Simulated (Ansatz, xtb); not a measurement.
## Ligand exchange: SeH(CH3) + SiH3(OH) → Se(CH3)(SiH3) + H2O

Gas-phase species: SeH(CH3), singlet; SiH3(OH) (silanol), singlet; Se(CH3)(SiH3), singlet; H2O `O`, singlet. The partners trade H for SiH3: Se–H and O–SiH3 bonds give way to Se–SiH3 and O–H.

Shapes, held fixed at every level: PBE0-D4/def2-TZVP. Programs: Ansatz 0.2.0, xtb 6.7.1. The zero-point and thermal change to 298 K, harmonic and unscaled (PBE0-D4/def2-TZVP), is +6.2 kJ/mol.

```tsv
level	kind	ΔH(298 K) (kJ/mol)	less CCSD(T)/def2-TZVPP
GFN0-xTB	semi-empirical	-16.9	-49.6
HF/def2-SVP	Hartree–Fock	+43.6	+10.9
PBE-D4/def2-TZVPP	GGA	+18.8	-13.9
r2SCAN0-D4/def2-TZVPP	global hybrid	+29.0	-3.7
MP2/def2-SVP	perturbation theory	+31.3	-1.4
MP2/def2-TZVPP	perturbation theory	+29.7	-3.0
CCSD/def2-SVP	coupled cluster or CI	+34.8	+2.1
CCSD/def2-TZVPP	coupled cluster or CI	+35.9	+3.2
CCSD(T)/def2-TZVPP	coupled cluster or CI	+32.7	0.0
```

The highest level, CCSD(T)/def2-TZVPP, gives ΔH(298 K) = +32.7 kJ/mol; the levels span -16.9 to +43.6. They disagree on the sign: 8 of 9 are positive. The column of differences is taken from that level and isn't an error. No measured value is set beside it here. Relativity is left out for Se. Outer-core shells of Se are correlated, in sets that cover them unevenly.
